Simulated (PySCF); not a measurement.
B2H4, SMILES BB. Atoms are numbered in the order given.

```xyz
6

B      0.0000     0.0000     0.8133
B      0.0000     0.0000    -0.8133
H     -0.7166     0.7166     1.4496
H      0.7166    -0.7166     1.4496
H     -0.7166    -0.7166    -1.4496
H      0.7166     0.7166    -1.4496
```

Geometry optimised at B3LYP-D3(BJ)/def2-TZVP.

These are PBE/pcSseg-2 (PySCF) values and carry that method's errors.

GIAO shieldings, no solvent; atoms alike by connectivity are averaged. δ = σ(ref) − σ: ¹¹B against BF3 (σ = 83.1 ppm); ¹H against TMS (σ = 31.47 ppm), references at their B3LYP-D3(BJ)/def2-TZVP geometries, non-relativistic.

```
nucleus           atoms  count  δ (ppm)
-------  --------------  -----  -------
¹¹B              B1, B2      2    101.3
¹H       H3, H4, H5, H6      4    10.25
```
